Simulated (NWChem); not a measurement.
Molecule: SiH3O2Cl; SMILES [SiH](Cl)(O)O

```xyz
7

Si    -0.0134     0.4369     0.3822
O     -1.2920     1.2518    -0.2430
O      1.3811     1.0443    -0.2566
Cl    -0.0716    -1.5805    -0.0957
H     -0.1147     0.5611     1.8478
H     -1.3076     1.3864    -1.1959
H      2.1139     0.4340    -0.3800
```
Atoms are numbered in this order, from 1.

Coordinates come from a PBE0/def2-SVP optimisation.

Task: List the 4 lowest vertical singlet excitations from B3LYP/def2-SVPD, TDA (NWChem).

Result: 
| state | energy (eV) | oscillator strength | leading excitation (squared amplitude) |
|---|---|---|---|
| S1 | 7.79 | 0.024 | HOMO → LUMO (0.84) |
| S2 | 7.96 | 0.045 | HOMO−1 → LUMO (0.73) |
| S3 | 8.05 | 0.049 | HOMO−2 → LUMO (0.79) |
| S4 | 8.30 | 0.025 | HOMO → LUMO+1 (0.81) |
